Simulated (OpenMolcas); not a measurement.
# Setting up AlCl3 (aluminium trichloride (monomer)) in OpenMolcas

AlCl3: 4 atoms, total charge 0, spin state singlet. As SMILES, `[Cl][Al]([Cl])[Cl]`. The shape comes from GFN2-xTB, which is rough for such elements, and wasn't checked as a minimum.

```xyz
4

Cl   -1.1194   -0.1065    1.6901
Al    0.0009    0.0000    0.0001
Cl    1.6904   -1.1114   -0.1707
Cl   -0.5718    1.2179   -1.5195
```

Settings wanted:

* method: HF
* reference: RHF
* relativity: none
* integral approximation: none
* basis set: def2-SVP
* task: gradient
* nucleus: point
* SCF convergence threshold: 1e-10

**Question.** Give an OpenMolcas 26.06 job that does this.

**Answer.** One that was run (others would do as well):

struct.xyz:
```
4

Cl    -1.119420    -0.106450     1.690130
Al     0.000870     0.000010     0.000110
Cl     1.690350    -1.111440    -0.170720
Cl    -0.571800     1.217890    -1.519520
```

job.inp:
```
&GATEWAY
 BasLib = $CurrDir
 Coord = struct.xyz
 Basis = def2-SVP
 Group = NoSym

&SEWARD

&SCF
 Thresholds = 1e-10 1e-07 1e-07 1e-05
 PrOrbitals = 1 1

&ALASKA
```

```bash
$ export MOLCAS_MEM=1860
$ pymolcas job.inp > job.log
```

(Basis files named in the input come from the Basis Set Exchange and aren't shown.)

Calculated total energy: -1620.13193 Eh, largest force 1.157 eV/Å.
